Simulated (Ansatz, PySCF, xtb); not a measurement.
Reaction R1 → P1, each structure at its B3LYP-D3(BJ)/def2-TZVP stationary point, reached from a drawn start; harmonic modes at that level show minima.
R1, C2H6O (SMILES CCO) (charge 0, multiplicity 1):
```xyz
9

C     -0.9193     0.2663     0.3507
C      0.3074    -0.3285    -0.3057
O      1.4426     0.4271     0.1146
H     -1.8146    -0.2839     0.0551
H     -1.0408     1.3100     0.0572
H     -0.8289     0.2242     1.4371
H      0.4174    -1.3809    -0.0152
H      0.2052    -0.2931    -1.3976
H      2.2311     0.0588    -0.2961
```
P1, C2H6O (SMILES CCO) (charge 0, multiplicity 1):
```xyz
9

C     -0.8684     0.2280     0.2012
C      0.3874    -0.3539    -0.4255
O      1.5648     0.3681    -0.0754
H     -1.7545    -0.3197    -0.1286
H     -0.9850     1.2766    -0.0764
H     -0.8271     0.1653     1.2923
H      0.4906    -1.4129    -0.1571
H      0.3301    -0.2984    -1.5134
H      1.6622     0.3470     0.8828
```

| level | reaction energy (meV) | minus CCSD(T)/CBS(cc-pVTZ, cc-pVQZ) |
|---|---|---|
| GFN1-xTB | -51.1 | -56.8 |
| GFN2-xTB | -65.4 | -71.1 |
| HF/cc-pVQZ | 11.5 | 5.8 |
| SVWN5/def2-TZVPP | -3.8 | -9.5 |
| PBE-D3(BJ)/def2-TZVPP | -6.3 | -12.0 |
| PBE-D4/def2-TZVPP | -4.5 | -10.2 |
| BLYP/def2-TZVPP | -0.5 | -6.3 |
| BLYP-D4/def2-TZVPP | -1.6 | -7.3 |
| revPBE/def2-TZVPP | -4.2 | -10.0 |
| revPBE-D3(BJ)/def2-TZVPP | -10.3 | -16.1 |
| revPBE-D4/def2-TZVPP | -4.7 | -10.4 |
| r2SCAN/def2-TZVPP | 0.1 | -5.7 |
| r2SCAN-D3(BJ)/def2-TZVPP | -0.3 | -6.0 |
| r2SCAN-D4/def2-TZVPP | 0.0 | -5.7 |
| B97M-V/def2-TZVPP | 3.2 | -2.5 |
| B3LYP/def2-TZVPP | 2.6 | -3.1 |
| B3LYP-D3(BJ)/def2-TZVPP | -1.2 | -6.9 |
| B3LYP-D4/def2-TZVPP | 1.8 | -3.9 |
| PBE0/def2-TZVPP | 0.1 | -5.6 |
| PBE0-D4/def2-TZVPP | -0.2 | -6.0 |
| BHLYP-D3(BJ)/def2-TZVPP | 4.0 | -1.8 |
| M06-2X/def2-TZVPP | 1.7 | -4.1 |
| CAM-B3LYP/def2-TZVPP | 4.4 | -1.3 |
| CAM-B3LYP-D3(BJ)/def2-TZVPP | 3.2 | -2.6 |
| CAM-B3LYP-D4/def2-TZVPP | 4.1 | -1.7 |
| wB97X-V/def2-TZVPP | 2.7 | -3.1 |
| B2PLYP/def2-TZVPP | 3.4 | -2.4 |
| B2PLYP-D3(BJ)/def2-TZVPP | 1.9 | -3.9 |
| MP2/cc-pVDZ | -12.6 | -18.3 |
| MP2/cc-pVTZ | 2.6 | -3.2 |
| MP2/cc-pVQZ | 7.2 | 1.4 |
| SCS-MP2/cc-pVDZ | -9.9 | -15.7 |
| SCS-MP2/cc-pVTZ | 4.1 | -1.7 |
| SCS-MP2/cc-pVQZ | 8.2 | 2.4 |
| CCSD/cc-pVTZ | 2.0 | -3.7 |
| CCSD/cc-pVQZ | 6.0 | 0.2 |
| CCSD(T)/cc-pVDZ | -14.9 | -20.7 |
| CCSD(T)/cc-pVTZ | -0.9 | -6.7 |
| CCSD(T)/cc-pVQZ | 3.6 | -2.2 |
| CCSD(T)/CBS(cc-pVTZ, cc-pVQZ) | 5.8 | 0.0 |

 The comparison column counts from a level with limits of its own.

P less R. No zero-point or thermal terms.

Correlated levels freeze the cores. CBS(a, b) extrapolates the correlation energy as X⁻³ and adds the Hartree–Fock energy of set b.

The values were computed with Ansatz (an electronic-structure program); PySCF for M06-2X and the D3/D4 terms; xtb for the GFN methods. No computed number here is a measurement.
